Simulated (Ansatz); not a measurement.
Basis-set extrapolation for C2H7BOSi, SMILES `CC1[SiH2]B1O` (PBE0-D4/def2-TZVP geometry, frozen core, Ansatz 0.2.0). Multiplicity 1, RHF reference.

```tsv
	def2-TZVPP	def2-QZVPP
HF	-468.355301	-468.372393
MP2 correlation	-0.803030	-0.858898
CCSD(T) correlation	-0.883015	not run
```

Energies in hartree. Use E(X) = E(∞) + A·exp(−7.88·√X) for Hartree–Fock and E(X) = E(∞) + B·X^(−2.97) for correlation, with X = 3 and 4, and add CCSD(T) minus MP2 of the smaller set to the MP2 limit.

Task: What is the CCSD(T) energy at the basis-set limit?

Result: HF limit: -468.372393 + (-0.017092) × 0.13774 = -468.37475. MP2 limit: -0.858898 + (-0.055868) × 0.74074 = -0.90028. Higher-order term: -0.883015 − (-0.803030) = -0.07998. Total: -469.35501 hartree, 3.18 eV below CCSD(T)/def2-TZVPP.
